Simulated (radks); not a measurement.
Problem. Radial electron density D(r) = 4 pi r^2 rho(r) of an atom or ion with 24 electrons. Method: non-relativistic Kohn-Sham, LDA (Slater exchange, Perdew-Wang correlation), spin-polarised, spherical densities, point nucleus; computed with a radial shooting solver on a logarithmic mesh with Libxc functionals.

r (bohr)  D(r) (e/bohr)  spin D(r)
0.007656          4.732  -0.000362
0.008985          6.115  -0.000467
0.01054           7.816  -0.000598
0.01237           9.862  -0.000756
0.01452           12.26  -0.000943
0.01704           14.97   -0.00116
0.02016           18.07   -0.00141
0.02365           21.09   -0.00167
0.02776           23.94   -0.00194
0.03257           26.33   -0.00223
0.03823           27.94   -0.00253
0.04522           28.52   -0.00289
0.05307           27.90   -0.00328
0.06227           26.31   -0.00371
0.07308           24.26   -0.00399
0.08576           22.50   -0.00352
0.1014            21.88  -0.000527
0.119             22.98    0.00814
0.1397            25.59     0.0288
0.1639            28.75     0.0718
0.1924            30.94      0.152
0.2276            30.62      0.300
0.2671            27.22      0.523
0.3134            21.61      0.848
0.3678            15.74       1.28
0.4316            11.67       1.81
0.5065            10.44       2.38
0.5992            11.52       2.94
0.7031            13.01       3.31
0.8251            13.30       3.45
0.9683            11.84       3.32
1.136             9.191       2.97
1.344             6.171       2.46
1.577             3.821       1.92
1.851             2.217       1.41
2.172             1.244      0.963
2.549            0.6794      0.601
3.016            0.3400      0.324
3.539            0.1597      0.157
4.153           0.07088     0.0706
4.873           0.04055     0.0405
5.719           0.03764     0.0376
6.765           0.03500     0.0350
7.939           0.02026     0.0203
9.316          0.003201    0.00320
10.93          0.003057    0.00306
12.83           0.03124     0.0312
15.06           0.07605     0.0760
17.81           0.09484     0.0948
20.9            0.06435     0.0644
24.53           0.02406     0.0241
28.78          0.004912    0.00491
33.78         0.0005548   0.000555

What is the nuclear charge?

Solution. Z = 24. The innermost maximum, from 1s, lies near 1/Z = 0.0417 bohr (found: 0.0449), and its height grows with Z. The density is that of neutral chromium in [Ar] 3d5 6s1; the configuration itself is not fixed sharply by these data, and Z only to about a unit. D(r) has 5 maxima, at r = 0.0449, 0.207, 0.780, 6.00, 17.4 bohr, and minima at 0.0990, 0.502, 5.45 bohr, inside which lie 2.13, 10.59, 23.03 electrons.
